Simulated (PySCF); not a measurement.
**Polarisability and C₆ of Ag⁻ (silver, charge -1)**

[Kr] 4d10 5s2, closed-shell 1S. Calculation: PySCF 2.14, in aug-cc-pwCVTZ-PP with ECP28MDF; a scalar-relativistic core potential. Coupled (time-dependent) response in atomic units; α is the mean over directions.

| method | mean α (bohr³) | C₆ (like pair) | S(−4) |
| --- | --- | --- | --- |
| UHF | 413.4 | 7941 | 128400 |

S(−4) is the Cauchy moment in α(ω) = α(0) + S(−4) ω² + …

α(iu) at UHF:

| u (hartree) | α(iu) (bohr³) |
| --- | --- |
| 0 | 413.4 |
| 0.0500 | 240.6 |
| 0.100 | 118.2 |
| 0.200 | 46.56 |
| 0.300 | 26.43 |
| 0.500 | 13.50 |
| 0.750 | 8.303 |
| 1.00 | 5.950 |
| 1.50 | 3.650 |
| 2.00 | 2.499 |
| 3.00 | 1.385 |
| 5.00 | 0.6004 |

For an ion, C₆ is the dispersion term alone; charge-induced terms of lower order in 1/R come first.

Energies and moments cover only the electrons outside the core potential.
